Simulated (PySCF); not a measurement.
# Spin-rotation constants: `InChI=1S/C6H7OP/c1-2-6-3-4-8(7)5-6/h2-5,8H,1H2`

Geometry:
```csv
atom,x (Å),y (Å),z (Å)
C1,-2.642,0.592,0.238
C2,-1.746,-0.070,-0.488
C3,-0.320,-0.134,-0.230
C4,0.566,-0.683,-1.090
P5,2.235,-0.536,-0.425
O6,3.104,-1.711,-0.342
C7,1.619,0.243,1.088
C8,0.293,0.379,1.000
H9,-3.685,0.591,-0.028
H10,-2.380,1.163,1.112
H11,-2.069,-0.611,-1.368
H12,0.317,-1.113,-2.044
H13,2.791,0.527,-1.140
H14,2.229,0.557,1.917
H15,-0.318,0.811,1.776
```

Theory: GIAO KT3/pcSseg-1 magnetisability, rotational g tensor and spin-rotation constants, non-relativistic, gas phase (PySCF). Geometry: GFN2-xTB.

Q: Give the nuclear spin-rotation constants along the inertial axes (H = +C I·J) beside the isotropic shieldings.

A: Rotational constants 5.2972, 1.0438, 0.9068 GHz. A star marks the isotopologue with that one atom substituted, in its own axes.
| atom | isotope | Caa (kHz) | Cbb (kHz) | Ccc (kHz) | mean (kHz) | σ (ppm) |
| --- | --- | --- | --- | --- | --- | --- |
| P5 | 31P | 6.833 | 1.672 | 1.518 | 3.341 | 345.1 |
| H9 | 1H | 0.352 | -0.080 | -0.104 | 0.056 | 26.2 |
| H10 | 1H | -0.483 | 0.089 | -0.108 | -0.167 | 26.2 |
| H11 | 1H | -0.483 | 0.104 | -0.102 | -0.161 | 25.1 |
| H12 | 1H | -0.535 | 0.116 | -0.122 | -0.181 | 26.0 |
| H13 | 1H | -0.338 | -0.085 | 0.055 | -0.123 | 23.9 |
| H14 | 1H | -0.376 | 0.085 | -0.115 | -0.135 | 25.5 |
| H15 | 1H | -0.050 | 0.022 | -0.101 | -0.043 | 24.7 |
| C1 | 13C* | 1.962 | 0.390 | 0.114 | 0.822 | 70.1 |
| C2 | 13C* | 1.925 | 0.446 | 0.139 | 0.837 | 54.6 |
| C3 | 13C* | 2.140 | 0.464 | 0.146 | 0.917 | 41.6 |
| C4 | 13C* | 1.827 | 0.426 | 0.136 | 0.796 | 64.7 |
| O6 | 17O* | -1.014 | -0.047 | -0.088 | -0.383 | 263.2 |
| C7 | 13C* | 1.734 | 0.467 | 0.136 | 0.779 | 59.0 |
| C8 | 13C* | 1.753 | 0.497 | 0.133 | 0.794 | 53.2 |

For the geometry as given, no vibrational averaging.

Q: How do the rotational constants and the g tensor change when H9, H10, H11, H12, H13, H14, H15 are replaced by deuterium?

A: Constants 4.3156, 0.9512, 0.8144 GHz; g -0.0766, -0.0238, -0.0043, against -0.0934, -0.0259, -0.0047 before.
